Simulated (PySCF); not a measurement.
## Computed properties of Zn(I)(OH) (HIOZn), SMILES [OH][Zn][I]

Zn(I)(OH) (HIOZn), SMILES [OH][Zn][I]. Geometry: B3LYP-D3(BJ)/def2-TZVP. The def2 effective core potentials stand for the cores of I; spin–orbit coupling is left out. Other conformers were not sampled. All values are computed for the isolated molecule unless a solvent is named; none is compared with measurement here.

**Structure.** The optimised structure has Cs symmetry. All 6 harmonic modes at B3LYP-D3(BJ)/def2-TZVP (PySCF) are real, so it is a minimum. With heavy atoms numbered as in [Zn:1]([I:2])[OH:3], the shortest bond between them is Zn1–O3 at 1.785 Å and the longest Zn1–I2 at 2.422 Å.

**Vibrations.** The strongest infrared lines (harmonic, unscaled, degenerate partners summed) lie at 667 cm⁻¹ (124 km/mol, O 75 %, Zn 23 %), 3840 cm⁻¹ (70 km/mol, H 94 %), 763 cm⁻¹ (39 km/mol, H 91 %). The softest mode is at 113 cm⁻¹ and the zero-point energy is 8.2 kcal/mol.

**Electronic structure.** r2SCAN/def2-TZVPD (PySCF) places the frontier levels at -6.96 and -2.20 eV, a gap of 4.76 eV, and gives a dipole moment of 1.27 D and a mean polarisability of 65.6 bohr³.

**Excitations.** TDA-M06-2X/def2-SVPD (PySCF) has S1 at 5.12 eV (242 nm, f = 0.012, weak); the most intense of the 10 singlets computed lies at 7.01 eV (f = 0.13). T1 (TDA) is at 4.84 eV, 0.28 eV under S1. No vertical singlet excitation falls in the visible range (under 3.1 eV).
